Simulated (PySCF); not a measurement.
All numbers come from UPBE0/[Ru def2-TZVP with ECP28, O def2-TZVP], scalar-relativistic core potentials, density fitting, no spin–orbit coupling, PySCF.

```xyz
3
charge 1 multiplicity 2, angstrom
Ru    0.0617   -0.1428    0.0000
O    -0.1967    0.4549    1.4936
O    -0.1967    0.4549   -1.4936
```

[RuO2]+ (doublet), along the line from Ru1 (at 0) through O2 (at 1.629 Å). Core electrons replaced by a potential are absent, the electrostatic potential uses the reduced nuclear charge, and values within about 0.7 Å of such atoms have no physical meaning.

Tabulate the fields along this line at 0.73, 0.90, 1.06, 1.22, 1.38, 1.55, 1.79, 1.96, 2.12, 2.28, 2.44, 2.61 Å.


```json
{"distance (Å)": "0.73", "electron density (e/Å³)": "2.77", "spin density (e/Å³)": "0.0201", "electron localisation function": "0.44", "electrostatic potential (V)": "55"}
{"distance (Å)": "0.90", "electron density (e/Å³)": "2.13", "spin density (e/Å³)": "-0.00127", "electron localisation function": "0.442", "electrostatic potential (V)": "37.2"}
{"distance (Å)": "1.06", "electron density (e/Å³)": "2.88", "spin density (e/Å³)": "-0.0167", "electron localisation function": "0.73", "electrostatic potential (V)": "39.4"}
{"distance (Å)": "1.22", "electron density (e/Å³)": "4.79", "spin density (e/Å³)": "-0.0308", "electron localisation function": "0.732", "electrostatic potential (V)": "72.1"}
{"distance (Å)": "1.38", "electron density (e/Å³)": "8.17", "spin density (e/Å³)": "-0.0409", "electron localisation function": "0.136", "electrostatic potential (V)": "192"}
{"distance (Å)": "1.55", "electron density (e/Å³)": "189", "spin density (e/Å³)": "-0.0215", "electron localisation function": "0.994", "electrostatic potential (V)": "959"}
{"distance (Å)": "1.79", "electron density (e/Å³)": "23", "spin density (e/Å³)": "-0.0414", "electron localisation function": "0.25", "electrostatic potential (V)": "364"}
{"distance (Å)": "1.96", "electron density (e/Å³)": "6.18", "spin density (e/Å³)": "-0.0351", "electron localisation function": "0.605", "electrostatic potential (V)": "108"}
{"distance (Å)": "2.12", "electron density (e/Å³)": "3.1", "spin density (e/Å³)": "-0.0207", "electron localisation function": "0.877", "electrostatic potential (V)": "41.4"}
{"distance (Å)": "2.28", "electron density (e/Å³)": "1.35", "spin density (e/Å³)": "-0.0102", "electron localisation function": "0.886", "electrostatic potential (V)": "18.9"}
{"distance (Å)": "2.44", "electron density (e/Å³)": "0.548", "spin density (e/Å³)": "-0.0045", "electron localisation function": "0.849", "electrostatic potential (V)": "10.5"}
{"distance (Å)": "2.61", "electron density (e/Å³)": "0.226", "spin density (e/Å³)": "-0.00194", "electron localisation function": "0.76", "electrostatic potential (V)": "7.1"}
```

Other spin states or occupations of the open shell can lie lower.
